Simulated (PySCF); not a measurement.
Species, as SMILES: [SiH][SiH3] (SiH-SiH3) (closed-shell singlet).
Geometry (B3LYP-D3(BJ)/def2-TZVP, fixed):
```xyz
6

Si     0.0071     1.0500     0.8096
H     -0.4184     1.8608    -0.4081
Si     0.0198    -0.9006    -0.5838
H      0.9769    -0.6998    -1.7070
H     -1.3363    -1.1013    -1.1659
H      0.4013    -2.1512     0.1194
```

Basis-set convergence of the isotropic shielding of H6 at PBE with PySCF. GIAO, no density fitting; atoms are numbered in the order shown. All functions are spherical. Core-valence sets carry the plain set on hydrogen. No added dispersion term, no relativity. Reference: the value in pcseg-3, 26.51 ppm, itself unsure by roughly 0.10 ppm (its distance from pcSseg-2). Deviations are taken from unrounded values. Cost is core time over that of cc-pV(D+d)Z, rough, on shared machines of one kind; a dash marks a row that isn't timed (too short, read off another run, short of memory, by another algorithm or on other hardware).

| basis | functions | isotropic shielding of H6 (ppm) | minus reference (ppm) | cost |
|---|---|---|---|---|
| STO-3G | 22 | 30.26 | 3.76 | - |
| 3-21G | 34 | 27.52 | 1.01 | - |
| 6-31G | 34 | 27.72 | 1.21 | - |
| def2-SV(P) | 44 | 27.06 | 0.55 | - |
| 6-31G** | 56 | 26.81 | 0.31 | 0.8× |
| pcseg-1 | 56 | 26.74 | 0.23 | 0.7× |
| cc-pV(D+d)Z | 66 | 26.43 | -0.07 | 1× |
| 6-311G** | 76 | 26.79 | 0.28 | 1× |
| def2-SVPD | 80 | 26.59 | 0.08 | 1× |
| 6-311+G** | 84 | 26.83 | 0.32 | 1× |
| 6-311++G(2d,2p) | 110 | 26.60 | 0.09 | 2× |
| def2-TZVPD | 122 | 26.61 | 0.10 | 2× |
| pcseg-2 | 124 | 26.63 | 0.12 | 3× |
| cc-pV(T+d)Z | 134 | 26.53 | 0.02 | 3× |
| jun-cc-pV(T+d)Z | 152 | 26.53 | 0.02 | 4× |
| cc-pCVTZ | 174 | 26.53 | 0.03 | 5× |
| aug-cc-pV(T+d)Z | 202 | 26.51 | 0.01 | 9× |
| cc-pV(Q+d)Z | 248 | 26.52 | 0.01 | 20× |
